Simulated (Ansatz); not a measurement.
A run for Ansatz (a program for electronic structure): R-RI-MP2/aug-cc-pV(Q+d)Z on CH5Cl (a complex). Files ending in .json are basis or fitting sets from the Basis Set Exchange.

Ansatz 0.2 input:
```yaml
crystal:
  periodic: [false, false, false]
  atoms:
    - {symbol: C, position_ang: [-0.26932197, 1.08040423, -0.42773151]}
    - {symbol: Cl, position_ang: [-0.15216577, -0.70344389, -0.26954953]}
    - {symbol: H, position_ang: [-1.19973286, 1.31737333, -0.93468570]}
    - {symbol: H, position_ang: [-0.25586036, 1.51169137, 0.56865453]}
    - {symbol: H, position_ang: [0.58093530, 1.42792704, -1.00660750]}
    - {symbol: H, position_ang: [-0.09568005, 0.40653908, 3.24897988]}
    - {symbol: H, position_ang: [-0.08861366, -0.04939427, 2.65979387]}
basis:
  gaussian:
    orbitals: aug-cc-pV_Q+d_Z.json
    fitting: {mean_field: def2-universal-JKFIT, correlation: aug-cc-pVQZ-RIFIT.json}
magnetization: {spin_polarized: false}
correlation: {method: mp2, electrons: outside_noble_gas}
scf: {lower_state_search: off}
```

### Question
Give the final energy of this run.

### Answer
-500.7306 hartree.
